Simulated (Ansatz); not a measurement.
All numbers were calculated with Ansatz.

Basis-set series for Cl$_{2}$GaHS, SMILES `[SH][Ga]([Cl])[Cl]`. Charge 0, multiplicity 1. Geometry: relaxed with PBE0-D4/def2-TZVP. It is one conformer, not always the lowest.

| functional | basis | functions | energy (Eh) | HOMO (eV) | LUMO (eV) |
| --- | --- | --- | --- | --- | --- |
| PBE0-D4 | def2-SVP | 91 | -3242.85449 | -8.23 | -1.37 |
| PBE0-D4 | def2-TZVPP | 188 | -3243.55715 | -8.36 | -1.57 |
| ωB97M-V | def2-SVP | 91 | -3243.38019 | -10.37 | 0.65 |
| ωB97M-V | def2-TZVPP | 188 | -3244.07616 | -10.53 | 0.37 |

(1) Give the rows for def2-QZVPP. (Best estimate.)

Answers

(1) The calculation gave: 
| functional | basis | functions | energy (Eh) | HOMO (eV) | LUMO (eV) |
| --- | --- | --- | --- | --- | --- |
| PBE0-D4 | def2-QZVPP | 329 | -3243.63915 | -8.38 | -1.67 |
| ωB97M-V | def2-QZVPP | 329 | -3244.15488 | -10.57 | 0.13 |

Positive LUMOs are unbound and depend on the basis. Scalar relativity is left out up to krypton.
